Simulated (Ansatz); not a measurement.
Reactions of AlH$_{6}$NSeSi (`[SiH3][NH][AlH][SeH]`).

Program: Ansatz. Geometries: PBE0-D4/def2-TZVP. ΔE: electronic, gas phase. CCSD(T)/CBS is the MP2 limit (def2-TZVPP, def2-QZVPP) plus CCSD(T) − MP2 in def2-TZVPP, frozen cores. This one scheme is used for every species, atoms too. Functionals use def2-TZVPP. B3LYP here is the variant with VWN-RPA as its local correlation; programs differ in this. Open shells (•) are unrestricted, without spin–orbit coupling. Spin–orbit coupling would lower the free atoms: a little for Al, Si; clearly for Se. Elements past krypton have def2 core potentials. Bonds to Ge, Sb, Se are less sure, by a few kJ/mol each and by 10 to 20 or more in all where they break to atoms, as the def2 sets lack core-valence functions. Scalar relativity is left out up to krypton. One conformer a species, not always the lowest.

```
                                                                                        reaction  CCSD(T)/CBS(def2) (eV)
                                            `[SiH3][NH][AlH][SeH]` → Al• + 6 H• + N• + Se• + Si•                   31.61
                   `[SiH3][NH][AlH][SeH]` + `CO[SiH2]C` → `CO[SiH](C)[SeH]` + `[AlH2][NH][SiH3]`                    0.50
                                   `[SiH3][NH][AlH][SeH]` + CH₃OH → `C[O][AlH][SeH]` + `N[SiH3]`                   -0.29
         `[SiH3][NH][AlH][SeH]` + `[F][SbH][SiH3]` → `[F][Sb]([SiH3])[SiH3]` + `[NH2][AlH][SeH]`                    0.19
                 `[SiH3][NH][AlH][SeH]` + `F[SiH]1CS1` → `F[Si]1([SiH3])CS1` + `[NH2][AlH][SeH]`                       ?
           `[SiH3][NH][AlH][SeH]` + `[NH2][SbH][OH]` → `[OH][SbH][NH][SiH3]` + `[NH2][AlH][SeH]`                   -0.08
                        `[SiH3][NH][AlH][SeH]` + `OC(S)S` → `OC(S)(S)[SeH]` + `[AlH2][NH][SiH3]`                    1.88
`[SiH3][NH][AlH][SeH]` + `N=[C]1[CH2][GeH2]1` → `[SiH3]/N=[C]1/[CH2][GeH2]1` + `[NH2][AlH][SeH]`                       ?
                          `[SiH3][NH][AlH][SeH]` + `[SiH3]Cl` → `[SiH3][NH][AlH][SiH2]Cl` + H₂Se                       ?
                              `[SiH3][NH][AlH][SeH]` + `BN=C` → `C=NB[SeH]` + `[AlH2][NH][SiH3]`                    0.73
```

Q: Fill in the missing values. (An estimate is asked.)

A: Computed: `[SiH3][NH][AlH][SeH]` + `F[SiH]1CS1` → `F[Si]1([SiH3])CS1` + `[NH2][AlH][SeH]`: +0.50 eV; `[SiH3][NH][AlH][SeH]` + `N=[C]1[CH2][GeH2]1` → `[SiH3]/N=[C]1/[CH2][GeH2]1` + `[NH2][AlH][SeH]`: +0.04 eV; `[SiH3][NH][AlH][SeH]` + `[SiH3]Cl` → `[SiH3][NH][AlH][SiH2]Cl` + H₂Se: +1.28 eV.

Largest T1 diagnostic: 0.018, for Al•.
